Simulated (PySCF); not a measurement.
## A search over the determinants of RbAl⁺

Unrestricted PBE0; basis Rb def2-SVP with ECP28, Al def2-SVP; scalar-relativistic core potentials; PySCF 2.14. Outer shells of the fragments: Rb+ closed shells only; Al 3s2 3p1.

Followed along the bond (rough minima from three points):

| 2Ms+1 | unpaired | ⟨S²⟩ at the start | R at minimum (Å) | Te (eV) |
| --- | --- | --- | --- | --- |
| 2 | σ ↑ | 0.75 | 4.10 | 0.00 |
| 2 | π ↑ | 0.75 | 4.16 | 0.45 |
| 4 | σ ↑↑, π ↑ | 3.75 | 4.27 | 3.64 |

Solutions found at the starting distance of 3.355 Å, counted from the lowest of them; the search is not exhaustive and high or unbound solutions are not listed, so other states can lie among these:

```
2Ms+1   unpaired   term  E (eV)  ⟨S²⟩  ⟨Lz²⟩  μ (D)
    2        σ ↑    ²Σ⁺    0.00  0.75   0.00  -1.25
    2        π ↑     ²Π    0.32  0.75   1.01  -1.81
    4  σ ↑↑, π ↑     ⁴Π    3.65  3.75   1.00  -2.29
    4  σ ↑, π ↑↑    ⁴Σ⁻    3.96  3.75   0.00  -2.40
    2        δ ↑     ²Δ    5.51  0.75   4.00  12.32
    4      σ ↑↑↑    ⁴Σ⁺    7.38  3.75   0.00   9.40
    4  σ ↑, π ↑↑  mixed    9.12  3.75   2.00   7.20
    4  σ ↑↑, δ ↑     ⁴Δ    9.77  3.75   4.00  11.86
```

A term symbol is given only where ⟨S²⟩ and ⟨Lz²⟩ are close to those of a pure state; real π, δ and φ orbitals otherwise mix terms. A positive dipole points towards Al; it is taken about the centre of mass and depends on that origin.

Question: Compare the gap between the two lowest followed solutions at the starting distance with the gap between their minima.

Answer: At PBE0 the second solution (doublet, unpaired electrons π ↑) lies +0.32 eV from the first (doublet, unpaired electrons σ ↑) at 3.355 Å and +0.45 eV at the minima; the two curves relax by different amounts, since their minima lie near 4.16 and 4.10 Å.

Spin–orbit coupling is left out. Counting both spins, an empty level lies below a filled one in some of these solutions, because spin and occupation are held.
